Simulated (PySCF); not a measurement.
H₅SbSi. Atoms are numbered in the order given.

```xyz
7

Sb     0.6502     0.0456     0.0000
H      0.7057    -1.1500    -1.2276
H      0.7057    -1.1500     1.2276
Si    -1.9441    -0.0046     0.0000
H     -2.4317     0.7100     1.2039
H     -2.4890    -1.3814     0.0000
H     -2.4317     0.7100    -1.2039
```
Charge 0, spin multiplicity 1.

Coordinates come from a B3LYP-D3(BJ)/def2-TZVP optimisation. The def2 effective core potentials stand for the cores of Sb; spin–orbit coupling is left out.

Level of theory: CAM-B3LYP/def2-TZVPD (PySCF).

Symmetry labels are those of the subgroup Cs that the program uses (full group Cs).

Computed valence orbital energies around the gap with their symmetry:
| orbital | symmetry | energy (eV) |
|---|---|---|
| HOMO−7 | A' | -37.03 |
| HOMO−6 | A' | -18.20 |
| HOMO−5 | A' | -16.13 |
| HOMO−4 | A" | -11.60 |
| HOMO−3 | A' | -11.47 |
| HOMO−2 | A" | -10.75 |
| HOMO−1 | A' | -9.73 |
| HOMO | A' | -8.41 |
| LUMO | A' | 0.18 |
| LUMO+1 | A' | 0.46 |
| LUMO+2 | A" | 0.57 |
| LUMO+3 | A' | 1.52 |
